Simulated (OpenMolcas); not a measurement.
# Ne II: from CASSCF to CASPT2

```json
{"Program": "OpenMolcas 26.06", "Basis": "ANO-RCC [8s7p4d3f2g]", "Scalar Hamiltonian": "DKH2, point nucleus", "Active space": "7 electrons in 8 orbitals (2s 2p 3s 3p)", "State averaging": "2S+1 = 2 odd, 3 roots; 2S+1 = 2 even, 1 root", "Spin-orbit coupling": "RASSI with atomic mean-field integrals over the reference wave functions, term energies averaged over their components"}
```

Methods on the same reference wave functions:
A. CASSCF
B. SS-CASPT2, IPEA 0.25 Eh, imaginary shift 0.1 Eh (closed shells correlated: 1s)

Energies in cm-1 above 2s2 2p5 2P* 3/2, the measured ground level; measured values from NIST Handbook of Basic Atomic Spectroscopic Data.

| Level | A | B | Measured |
| --- | --- | --- | --- |
| 2s2 2p5 2P* 3/2 | 0.0 | 0.0 | 0.0 |
| 2s2 2p5 2P* 1/2 | 771 | 771 | 780 |
| 2s 2p6 2S 1/2 | 235824 | 220836 | 217048 |

Deviations, from unrounded energies. A percentage is the sum of absolute deviations over the sum of measured energies, with the sign that they share, or ± where signs differ.

```csv
Against measurement,Levels,A,B
mean absolute deviation (cm-1),2,9400,1900
fine structure of the ground term (%),1,-1.1,-1.1
other configurations (%),1,+8.7,+1.7
```

B lies closest to measurement on these levels. The largest miss of B in the table is 2s 2p6 2S 1/2, by +3800 cm-1. The ranking rests on the paired levels alone, and a cruder setting can come out closer through cancelling errors.

The lowest spin-free term lies below A's lowest term by 0.191 hartree in B.

Active for correlation alone: 3p 3s; no level in the range computed is led by a configuration that fills them, so any true level of that kind is missing. Without dynamic correlation excited terms often stand tens of per cent too high (terms of higher spin than the ground term too low), and those without a measured partner can miss by more than the paired ones (holds for A). Computed and measured levels are paired by configuration, term and J; levels that our copy of the source lacks, or whose pairing is in doubt (as where it misses far off the trend of its configuration), stay unpaired and out of the deviations. Only configurations of the active space appear.

* marks odd parity.
